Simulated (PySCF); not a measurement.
**Correlation energy of Cr³⁺ (chromium, charge +3)**

[Ar] 3d3, high-spin 4F determinant. All numbers are calculated (PySCF 2.14, the spin-free X2C one-electron Hamiltonian (Gaussian nucleus), in x2c-TZVPPall with one added diffuse shell each of s, p, d, f type (7s6p5d3f1g, 80 functions)). Frozen: [Ar]; 3 electrons correlated.

```tsv
level	correlation energy (mhartree)
CCSD	-18.22
(T)	-0.05
CCSD(T)	-18.27
```

Diagnostics: T1 = 0.0017, D1 = 0.0024, largest double amplitude 0.015.

Cost of the coupled-cluster step: of the order of 5 core-seconds, for 3 correlated electrons.
